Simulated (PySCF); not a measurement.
H$_{2}$AlBr, singlet, at a GFN2-xTB geometry (such geometries of metal compounds can be far from the true shape); CASCI(6,6)/def2-SVP (PySCF).

The PySCF input:
```python
from pyscf import gto, scf, mcscf
import numpy

mol = gto.M(
    atom='''
Al   -0.836494   -1.271356    0.217595
H    -0.412208   -2.322643    1.250431
H    -2.114744   -1.517977   -0.593100
Br    0.382896    0.581950   -0.099602
''',
    basis='def2-svp',
    charge=0,
    spin=0,
    verbose=4,
)

mf = scf.RHF(mol)
mf.kernel()
mc = mcscf.CASCI(mf, 6, 6)
mc.fix_spin_(ss=0.0)
mc.kernel()
occ = numpy.linalg.eigvalsh(mc.fcisolver.make_rdm1(mc.ci, mc.ncas, mc.nelecas))[::-1]
ss = mc.fcisolver.spin_square(mc.ci, mc.ncas, mc.nelecas)[0]
print('natural occupations', occ.round(4), ' <S^2>', round(ss, 4))
```

Output, abridged:

```
PySCF version 2.14.0

[INPUT] verbose = 4
[INPUT] num. atoms = 4
[INPUT] num. electrons = 50
[INPUT] charge = 0
[INPUT] spin (= nelec alpha-beta = 2S) = 0
[INPUT] symmetry False subgroup None
[INPUT] Mole.unit = angstrom
[INPUT] Symbol           X                Y                Z      unit          X                Y                Z       unit  Magmom
[INPUT]  1 Al    -0.836494000000  -1.271356000000   0.217595000000 AA   -1.580744564842  -2.402514646823   0.411194956075 Bohr   0.0
[INPUT]  2 H     -0.412208000000  -2.322643000000   1.250431000000 AA   -0.778960226355  -4.389159155138   2.362972127666 Bohr   0.0
[INPUT]  3 H     -2.114744000000  -1.517977000000  -0.593100000000 AA   -3.996286983567  -2.868560793389  -1.120796564480 Bohr   0.0
[INPUT]  4 Br     0.382896000000   0.581950000000  -0.099602000000 AA    0.723568574191   1.099726118191  -0.188220501459 Bohr   0.0

nuclear repulsion = 127.835540710567
number of shells = 26
number of NR pGTOs = 124
number of NR cGTOs = 60
basis = def2-svp
ecp = {}

******** <class 'pyscf.scf.hf.RHF'> ********
method = RHF
initial guess = minao
damping factor = 0
level_shift factor = 0
DIIS = <class 'pyscf.scf.diis.CDIIS'>
diis_start_cycle = 1
diis_space = 8
diis_damp = 0
SCF conv_tol = 1e-09
SCF conv_tol_grad = None
SCF max_cycles = 50
direct_scf = True
direct_scf_tol = 1e-13
Set gradient conv threshold to 3.16228e-05
Initial guess from minao.
init E= -2813.93010610871
  HOMO = -0.329234428175297  LUMO = 0.00791625282734021  gap/eV = 9.17434
cycle= 1 E= -2815.13608161014  delta_E= -1.21  |g|= 0.238  |ddm|= 1.73
  HOMO = -0.399600095027151  LUMO = 0.0206098439843263  gap/eV = 11.43449
cycle= 2 E= -2815.15984181898  delta_E= -0.0238  |g|= 0.0926  |ddm|= 0.447
  HOMO = -0.413378219530328  LUMO = 0.0402193122273662  gap/eV = 12.34302
cycle= 3 E= -2815.16225845463  delta_E= -0.00242  |g|= 0.0264  |ddm|= 0.136
  HOMO = -0.412108875425873  LUMO = 0.0421384662775903  gap/eV = 12.36070
cycle= 4 E= -2815.16248907337  delta_E= -0.000231  |g|= 0.00579  |ddm|= 0.0435
  HOMO = -0.412056808848411  LUMO = 0.0414237266323543  gap/eV = 12.33983
cycle= 5 E= -2815.16250428012  delta_E= -1.52e-05  |g|= 0.000878  |ddm|= 0.0112
  HOMO = -0.412019072635031  LUMO = 0.0412971142986978  gap/eV = 12.33536
cycle= 6 E= -2815.16250482927  delta_E= -5.49e-07  |g|= 0.000232  |ddm|= 0.0024
  HOMO = -0.412075980471524  LUMO = 0.0412788529962747  gap/eV = 12.33641
cycle= 7 E= -2815.16250487011  delta_E= -4.08e-08  |g|= 6.84e-05  |ddm|= 0.000619
  HOMO = -0.412069026143643  LUMO = 0.0412878536514549  gap/eV = 12.33647
cycle= 8 E= -2815.16250487429  delta_E= -4.17e-09  |g|= 1.06e-05  |ddm|= 0.000235
  HOMO = -0.412070951664581  LUMO = 0.0412873958153526  gap/eV = 12.33651
cycle= 9 E= -2815.16250487438  delta_E= -9.28e-11  |g|= 1.7e-06  |ddm|= 3.31e-05
  HOMO = -0.412070808443755  LUMO = 0.041287356787846  gap/eV = 12.33650
Extra cycle  E= -2815.16250487438  delta_E=    0  |g|= 7.17e-07  |ddm|= 3.19e-06
converged SCF energy = -2815.16250487438

******** <class 'pyscf.mcscf.casci.CASCI'> ********
CAS (3e+3e, 6o), ncore = 22, nvir = 32
natorb = False
canonicalization = True
sorting_mo_energy = False
******** <class 'pyscf.fci.addons.SpinPenaltyFCISolver'> ********
max. cycles = 200
conv_tol = 1e-08
davidson only = True
linear dependence = 1e-12
level shift = 0.001
max iter space = 12
nroots = 1
pspace_size = 400
spin = None
Density matrix diagonal elements [1.99853771e+00 1.99899850e+00 1.99932069e+00 1.12438760e-03
 8.14681742e-04 1.20403063e-03]
CASCI converged
CASCI E = -2815.16387473442  E(CI) = -6.81455487116909  S^2 = 0.0000000
natural occupations [1.9998e+00 1.9990e+00 1.9980e+00 1.5000e-03 1.1000e-03 5.0000e-04]  <S^2> 0.0
```
